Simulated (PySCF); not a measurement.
GeO, triplet, geometry from GFN2-xTB (the spin is typed, not shown lowest); SVWN5/def2-SVP (PySCF).

Input for PySCF:
```python
from pyscf import gto, scf, dft

mol = gto.Mole()
mol.atom = '''
    Ge   -0.00000000   -0.00000000   -0.33477338
    O     0.00000000    0.00000000    1.33909353
'''
mol.basis = 'def2-svp'
mol.spin = 2
mol.verbose = 4
mol.build()

mf = dft.UKS(mol)
mf.xc = 'lda,vwn'
mf.kernel()
```

Q: Write the output that PySCF gives for this input, abridged.

A: 
```
PySCF version 2.14.0

[INPUT] verbose = 4
[INPUT] num. atoms = 2
[INPUT] num. electrons = 40
[INPUT] charge = 0
[INPUT] spin (= nelec alpha-beta = 2S) = 2
[INPUT] symmetry False subgroup None
[INPUT] Mole.unit = angstrom
[INPUT] Symbol           X                Y                Z      unit          X                Y                Z       unit  Magmom
[INPUT]  1 Ge     0.000000000000   0.000000000000  -0.334773380000 AA    0.000000000000   0.000000000000  -0.632630001995 Bohr   0.0
[INPUT]  2 O      0.000000000000   0.000000000000   1.339093530000 AA    0.000000000000   0.000000000000   2.530520026877 Bohr   0.0

nuclear repulsion = 80.9319816206415
number of shells = 18
number of NR pGTOs = 98
number of NR cGTOs = 46
basis = def2-svp
ecp = {}

******** <class 'pyscf.dft.uks.UKS'> ********
method = UKS
initial guess = minao
damping factor = 0
level_shift factor = 0
DIIS = <class 'pyscf.scf.diis.CDIIS'>
diis_start_cycle = 1
diis_space = 8
diis_damp = 0
SCF conv_tol = 1e-09
SCF conv_tol_grad = None
SCF max_cycles = 50
direct_scf = True
direct_scf_tol = 1e-13
number electrons alpha = 21  beta = 19
XC library pyscf.dft.libxc version 7.1.2
    S. Lehtola, C. Steigemann, M. J. T. Oliveira, and M. A. L. Marques,  SoftwareX 7, 1–5 (2018)
XC functionals = lda,vwn
    P. A. M. Dirac,  Math. Proc. Cambridge Philos. Soc. 26, 376 (1930)
    F. Bloch,  Z. Phys. 57, 545 (1929)
    S. H. Vosko, L. Wilk, and M. Nusair,  Can. J. Phys. 58, 1200 (1980)
radial grids:
    Treutler-Ahlrichs [JCP 102, 346 (1995); DOI:10.1063/1.469408] (M4) radial grids

becke partition: Becke, JCP 88, 2547 (1988); DOI:10.1063/1.454033
pruning grids: <function nwchem_prune>
grids dens level: 3
symmetrized grids: False
atomic radii adjust function: <function treutler_atomic_radii_adjust>
small_rho_cutoff = 0
Set gradient conv threshold to 3.16228e-05
tot grids = 34728
init E= -2147.59780103943

cycle= 1 E= -2147.75262821888  delta_E= -0.155  |g|= 0.853  |ddm|= 1.51

cycle= 2 E= -2140.88577481315  delta_E= 6.87  |g|= 2.63  |ddm|= 7.31

cycle= 3 E= -2147.99270875268  delta_E= -7.11  |g|= 0.393  |ddm|= 7.12

cycle= 4 E= -2147.81751445311  delta_E= 0.175  |g|= 0.657  |ddm|= 1.66

cycle= 5 E= -2148.08145798418  delta_E= -0.264  |g|= 0.0718  |ddm|= 1.57

cycle= 6 E= -2148.02025139599  delta_E= 0.0612  |g|= 0.233  |ddm|= 1.56

cycle= 7 E= -2148.08096234237  delta_E= -0.0607  |g|= 0.0659  |ddm|= 1.57

cycle= 8 E= -2148.080858941  delta_E= 0.000103  |g|= 0.0713  |ddm|= 0.019

cycle= 9 E= -2148.0786490661  delta_E= 0.00221  |g|= 0.0898  |ddm|=  1.2

cycle= 10 E= -2148.08095482281  delta_E= -0.00231  |g|= 0.0699  |ddm|=  1.2

cycle= 11 E= -2148.08214924724  delta_E= -0.00119  |g|= 0.0479  |ddm|= 1.21

cycle= 12 E= -2148.0830911532  delta_E= -0.000942  |g|= 0.0336  |ddm|= 0.06

cycle= 13 E= -2148.08337575801  delta_E= -0.000285  |g|= 0.0266  |ddm|= 0.748

cycle= 14 E= -2148.0826065563  delta_E= 0.000769  |g|= 0.0433  |ddm|= 1.19

cycle= 15 E= -2148.08336218156  delta_E= -0.000756  |g|= 0.0257  |ddm|= 0.175

cycle= 16 E= -2148.08340413831  delta_E= -4.2e-05  |g|= 0.0247  |ddm|= 0.149

cycle= 17 E= -2148.08341872956  delta_E= -1.46e-05  |g|= 0.0244  |ddm|= 0.273

cycle= 18 E= -2148.08328572581  delta_E= 0.000133  |g|= 0.0274  |ddm|=  1.2

cycle= 19 E= -2148.08329951119  delta_E= -1.38e-05  |g|= 0.0271  |ddm|= 0.13

cycle= 20 E= -2148.08331809935  delta_E= -1.86e-05  |g|= 0.0267  |ddm|= 0.00294

cycle= 21 E= -2148.083384907  delta_E= -6.68e-05  |g|= 0.0252  |ddm|= 1.15

cycle= 22 E= -2148.08342663097  delta_E= -4.17e-05  |g|= 0.0242  |ddm|= 0.399

cycle= 23 E= -2148.08342390009  delta_E= 2.73e-06  |g|= 0.0242  |ddm|= 1.01

cycle= 24 E= -2148.0828402151  delta_E= 0.000584  |g|= 0.0357  |ddm|=  1.2

cycle= 25 E= -2148.08334440708  delta_E= -0.000504  |g|= 0.0261  |ddm|= 1.06

cycle= 26 E= -2148.08316705136  delta_E= 0.000177  |g|= 0.0299  |ddm|= 0.00635

cycle= 27 E= -2148.08300274973  delta_E= 0.000164  |g|= 0.033  |ddm|= 0.0894

cycle= 28 E= -2148.08338530591  delta_E= -0.000383  |g|= 0.0252  |ddm|= 0.695

cycle= 29 E= -2148.08322230627  delta_E= 0.000163  |g|= 0.0287  |ddm|= 0.65

cycle= 30 E= -2148.08291388058  delta_E= 0.000308  |g|= 0.0345  |ddm|= 0.394

cycle= 31 E= -2148.02420509778  delta_E= 0.0587  |g|= 0.22  |ddm|=    1

cycle= 32 E= -2148.02365936496  delta_E= 0.000546  |g|= 0.222  |ddm|= 0.00347

cycle= 33 E= -2148.02467016738  delta_E= -0.00101  |g|= 0.219  |ddm|= 0.052

cycle= 34 E= -2148.08288603191  delta_E= -0.0582  |g|= 0.0351  |ddm|= 0.987

cycle= 35 E= -2148.08310229527  delta_E= -0.000216  |g|= 0.0311  |ddm|= 0.151

cycle= 36 E= -2148.08325982394  delta_E= -0.000158  |g|= 0.028  |ddm|= 1.01

cycle= 37 E= -2148.08322188441  delta_E= 3.79e-05  |g|= 0.0288  |ddm|= 0.169

cycle= 38 E= -2148.08342203905  delta_E= -0.0002  |g|= 0.0243  |ddm|= 0.0595

cycle= 39 E= -2148.08332417152  delta_E= 9.79e-05  |g|= 0.0265  |ddm|=  1.2

cycle= 40 E= -2148.08320728513  delta_E= 0.000117  |g|= 0.029  |ddm|= 0.106

cycle= 41 E= -2148.08309692094  delta_E= 0.00011  |g|= 0.0312  |ddm|= 0.0414

cycle= 42 E= -2148.08250766241  delta_E= 0.000589  |g|= 0.0409  |ddm|= 0.0218

cycle= 43 E= -2148.08315206398  delta_E= -0.000644  |g|= 0.0301  |ddm|= 0.0668

cycle= 44 E= -2148.02459062173  delta_E= 0.0586  |g|= 0.219  |ddm|= 1.56

cycle= 45 E= -2148.02472700834  delta_E= -0.000136  |g|= 0.219  |ddm|= 0.00413

cycle= 46 E= -2148.08286233483  delta_E= -0.0581  |g|= 0.0354  |ddm|= 0.987

cycle= 47 E= -2148.08261031678  delta_E= 0.000252  |g|= 0.0394  |ddm|= 0.00854

cycle= 48 E= -2148.08268986425  delta_E= -7.95e-05  |g|= 0.0383  |ddm|= 1.21

cycle= 49 E= -2148.08269309427  delta_E= -3.23e-06  |g|= 0.0381  |ddm|= 0.0227

cycle= 50 E= -2148.08297153171  delta_E= -0.000278  |g|= 0.0335  |ddm|= 0.0308
SCF not converged.
SCF energy = -2148.08297153171 after 50 cycles  <S^2> = 2.0022893  2S+1 = 3.0015258
```

Convergence was not reached.
